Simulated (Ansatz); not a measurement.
A nudged elastic band was laid between two geometries of F2H2O2Zr + H3P (11 atoms, charge 0, multiplicity 1).

Method: RHF/def2-SVP (Ansatz).

```json
{
  "movable images": "7",
  "climbing image": "yes",
  "spring": "5.0 eV/Å²",
  "optimiser": "quadratic models (default)",
  "start path": "through a guess of the saddle point",
  "force threshold": "0.05 eV/Å",
  "iteration limit": "60",
  "end points": "relaxed"
}
```

First end point:

```xyz
11
Properties=species:S:1:pos:R:3
Zr -0.452 0.154 -0.137
F -0.215 0.272 1.766
F 1.282 0.052 -0.959
O -1.345 1.732 -0.754
H -1.817 2.479 -1.074
O -1.452 -1.424 -0.559
H -1.975 -2.172 -0.785
P 2.409 -3.079 1.710
H 1.231 -3.614 1.139
H 2.720 -2.244 0.615
H 1.753 -2.078 2.461
```

Last end point:

```xyz
11
Properties=species:S:1:pos:R:3
Zr -0.054 -0.696 -0.385
F -0.756 -0.582 2.114
F 0.666 -0.887 -2.146
O -0.110 1.201 -0.129
H -0.263 2.122 -0.022
O -1.658 -1.742 -0.435
H -2.505 -2.147 -0.473
P 1.863 -1.860 1.169
H 1.992 -3.108 0.522
H 3.025 -1.253 0.647
H -0.060 -0.971 2.562
```

(1) What changes between the two ends?

(2) Give the energies along the band, and the barrier.

(3) What is the geometry of the highest image?

Results:

(1) Bonds broken: P8–H11. Bonds formed: Zr1–P8, F2–H11. F2H2O2Zr + H3P becomes F2H5O2PZr.

(2) The forces met the threshold. The highest image is number 5 of 0 to 8, 211.1 kJ/mol above the first end and 45.8 kJ/mol above the last; the last end lies 165.2 kJ/mol above the first. Neighbouring images differ by up to 1.9 eV, so the band resolves the path poorly. A vibrational analysis at the climbing image gives one clearly imaginary mode, 1387i cm⁻¹: a first-order saddle point. The orbitals stay closed-shell, which can raise the energy where a bond breaks towards radicals; this wasn't checked here.

```
image  path coordinate (Å)  energy (kJ/mol)  P8–H11 (Å)  Zr1–P8 (Å)  F2–H11 (Å)
    0                 0.00              0.0        1.41        4.70        3.14
    1                 1.32              0.5        1.41        4.94        3.07
    2                 2.64              1.3        1.41        4.97        2.95
    3                 3.96             15.8        1.40        4.31        2.33
    4                 5.28             25.5        1.40        3.05        2.52
    5                 6.60            211.1        1.71        2.84        1.14
    6                 7.09            184.0        2.04        2.81        0.95
    7                 7.58            169.1        2.31        2.77        0.92
    8                 8.07            165.2        2.54        2.73        0.91
```

(3) 
```xyz
11
Properties=species:S:1:pos:R:3:forces:R:3
Zr -0.203 -0.593 -0.321 0.00 0.00 0.00
F -0.519 -0.804 1.873 0.00 0.00 0.00
F 0.712 -0.772 -2.000 0.00 0.00 0.00
O -0.339 1.307 -0.184 0.00 0.00 0.00
H -0.528 2.227 -0.147 0.00 0.00 0.00
O -1.802 -1.576 -0.673 0.00 0.00 0.00
H -2.645 -1.948 -0.857 0.00 0.00 0.00
P 1.819 -1.877 1.197 0.00 0.00 0.00
H 2.098 -3.241 1.058 0.00 0.00 0.00
H 3.082 -1.305 1.386 0.00 0.00 0.00
H 0.464 -1.340 2.090 0.00 0.00 0.00
```

Time of the run: 16 min on 2 threads of Arm Neoverse V1, with other jobs on the host, peak memory 0.38 GiB.
